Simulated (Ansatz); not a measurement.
Mulliken charges of BrFHOSn, SMILES `[OH][Sn]([F])[Br]` radical from PBE/def2-TZVPP in Ansatz (PBE0-D4/def2-TZVP geometry).

```json
{"atom": "O1", "x (Å)": "-1.249", "y (Å)": "-0.277", "z (Å)": "0.659", "charge (e)": "-0.448"}
{"atom": "Sn2", "x (Å)": "0.683", "y (Å)": "-0.224", "z (Å)": "0.334", "charge (e)": "0.948"}
{"atom": "F3", "x (Å)": "0.945", "y (Å)": "1.605", "z (Å)": "-0.217", "charge (e)": "-0.423"}
{"atom": "Br4", "x (Å)": "1.221", "y (Å)": "-1.711", "z (Å)": "-1.587", "charge (e)": "-0.269"}
{"atom": "H5", "x (Å)": "-1.601", "y (Å)": "0.607", "z (Å)": "0.812", "charge (e)": "0.192"}
```

**Question.** By hand: the dipole of these point charges (1 e Å = 4.8032 D).

**Answer.** Σ q r = (0.171, -0.190, 0.696) e Å, of length 0.741 e Å = 3.56 D.

**Question.** How does the dipole of the full density compare? (Estimate.)

**Answer.** The calculation gave: (0.010, -0.037, 0.385) e Å, 1.86 D; the point charges give 1.91 times that, at 15° from its direction.

Point charges leave out the atoms' own dipoles, such as those of lone pairs, and Mulliken's split depends on the basis, so the two needn't agree.
